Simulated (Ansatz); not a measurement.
Cost and result for the atomization energy of C₅H₆Se, SMILES `Cc1ccc[se]1` (12 atoms, 12 bonds).

```xyz
12

C     1.3721   -0.7044    1.3202
C     0.4739   -0.1851    0.2540
C    -0.8512    0.1003    0.3461
C    -1.4660    0.5884   -0.8418
C    -0.6367    0.7008   -1.9073
Se    1.0856    0.1699   -1.4738
H     0.8074   -0.8399    2.2447
H     2.1969   -0.0176    1.5286
H     1.8099   -1.6692    1.0502
H    -1.3978   -0.0385    1.2723
H    -2.5160    0.8503   -0.8921
H    -0.8781    1.0450   -2.9012
```

Total charge 0; spin multiplicity 1. Correlated methods include outer-core shells of Se, which these sets cover unevenly. Scalar relativity is left out up to krypton. The geometry is a stationary point of PBE0-D4/def2-TZVP. Program: Ansatz. All runs use 2 threads of an AMD EPYC 7R13 on a shared host and a share of an NVIDIA H100 80 GB. Times are those of one run each, without the atoms' runs, and a repeat can differ threefold. Electronic energies, without spin–orbit coupling; frozen cores. CCSD(T)/CBS adds CCSD(T) − MP2 in def2-TZVPP to the MP2 limit, and its time is that of the two runs behind it. T1 = 0.012; the RHF reference is unstable towards UHF. With those shells the extrapolation isn't a true limit. B3LYP takes the VWN-RPA correlation (the form of Gaussian; ORCA's B3LYP/G). HSE06 is the plane-wave form, built on full-range PBE exchange.

CCSD(T)/CBS is a level of theory with its own doubt, some kJ/mol a heavy atom from the limit and from the frozen cores, so smaller differences don't rank the functionals.

```json
{"level": "BHLYP-D4/def2-TZVPP", "functions": "287", "wall time": "4.8 s", "atomization (kJ/mol)": "5017.3", "difference from CCSD(T)/CBS": "-162.2", "per bond": "-13.5"}
{"level": "CAM-B3LYP-D4/def2-TZVPP", "functions": "287", "wall time": "4.8 s", "atomization (kJ/mol)": "5186.1", "difference from CCSD(T)/CBS": "6.6", "per bond": "0.5"}
{"level": "PBE0-D4/def2-TZVPP", "functions": "287", "wall time": "7.5 s", "atomization (kJ/mol)": "5263.8", "difference from CCSD(T)/CBS": "84.3", "per bond": "7.0"}
{"level": "revPBE-D4/def2-TZVPP", "functions": "287", "wall time": "8.5 s", "atomization (kJ/mol)": "5237.1", "difference from CCSD(T)/CBS": "57.6", "per bond": "4.8"}
{"level": "HSE06-D4/def2-TZVPP", "functions": "287", "wall time": "8.5 s", "atomization (kJ/mol)": "5267.7", "difference from CCSD(T)/CBS": "88.2", "per bond": "7.4"}
{"level": "B97M-V/def2-TZVPP", "functions": "287", "wall time": "9.5 s", "atomization (kJ/mol)": "5201.2", "difference from CCSD(T)/CBS": "21.7", "per bond": "1.8"}
{"level": "B3LYP-D4/def2-TZVPP (with forces)", "functions": "287", "wall time": "11 s", "atomization (kJ/mol)": "5184.1", "difference from CCSD(T)/CBS": "4.6", "per bond": "0.4"}
{"level": "ωB97X-V/def2-TZVPP", "functions": "287", "wall time": "14 s", "atomization (kJ/mol)": "5180.8", "difference from CCSD(T)/CBS": "1.3", "per bond": "0.1"}
{"level": "MP2/def2-QZVPP", "functions": "554", "wall time": "15 s", "atomization (kJ/mol)": "5264.7", "difference from CCSD(T)/CBS": "85.2", "per bond": "7.1"}
{"level": "r2SCAN-D4/def2-TZVPP (with forces)", "functions": "287", "wall time": "19 s", "atomization (kJ/mol)": "5223.9", "difference from CCSD(T)/CBS": "44.4", "per bond": "3.7"}
{"level": "CCSD(T)/def2-TZVPP", "functions": "287", "wall time": "19 s", "atomization (kJ/mol)": "5056.3", "difference from CCSD(T)/CBS": "-123.2", "per bond": "-10.3"}
{"level": "CCSD(T)/def2-SVP", "functions": "132", "wall time": "27 s", "atomization (kJ/mol)": "4956.4", "difference from CCSD(T)/CBS": "-223.1", "per bond": "-18.6"}
{"level": "CCSD(T)/CBS(def2)", "functions": "–", "wall time": "34 s", "atomization (kJ/mol)": "5179.5", "difference from CCSD(T)/CBS": "0.0", "per bond": "0.0"}
```

In def2-TZVPP, CCSD(T) changes the Hartree–Fock value by +1291.6 kJ/mol (the triples alone add +103.0 kJ/mol) and MP2 by +1428.1 kJ/mol; breaking electron pairs costs correlation energy, which Hartree–Fock lacks. Leaving LDA and LC-ωPBE aside and taking each functional with its dispersion term where it has one, the values, not all of them listed here, spread over 351.9 kJ/mol, from BHLYP-D4 to PBE-D4. LDA lies +669.6 kJ/mol from PBE without D4, its usual overbinding. At CCSD(T), def2-SVP lies −223.1 kJ/mol from the extrapolated value and def2-TZVPP −123.3 kJ/mol: correlation converges slowly with the basis, and small sets miss more of it in the bonded molecule than in its fragments.
